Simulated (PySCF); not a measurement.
Ionisation energy of Sm⁴¹⁺ by level of theory

Sm⁴¹⁺ [Ar] 3d3 (4F) → Sm⁴²⁺ [Ar] 3d2 (3F), as a difference of total energies. Computed with PySCF 2.14 in an uncontracted even-tempered set (18 s from 7.7 bohr⁻², ratio 2.5; 12 p from 10 bohr⁻², ratio 2.5; 7 d from 10 bohr⁻², ratio 2.5; 4 f from 37 bohr⁻², ratio 2.7; 3 g from 55 bohr⁻², ratio 2.7), with scalar relativity by spin-free X2C-1e. Correlated levels: outer shells: [Ne] frozen; virtual orbitals above 40 to 60 times the deepest correlated orbital energy dropped. The calculations carry no spin-orbit coupling.

```
                method  ionisation energy (eV)
                   UHF                  3127.4
                   LDA                  3126.8
                   PBE                  3126.8
                  PBE0                  3127.4
                r2SCAN                  3128.7
                  MN15                  3125.1
                  BLYP                  3127.0
    MP2 (outer shells)                  3127.5
SCS-MP2 (outer shells)                  3127.2
```

Spin-orbit coupling is strong in these open shells (close to jj coupling). The scalar numbers leave it out and a first-order estimate fails, so it can dominate the gap to the real levels.

Breit and QED terms and the two-electron picture change are absent.

For comparison: 3137 ± 4 eV (theoretical estimate listed by NIST; NIST Atomic Spectra Database, ionization energies).
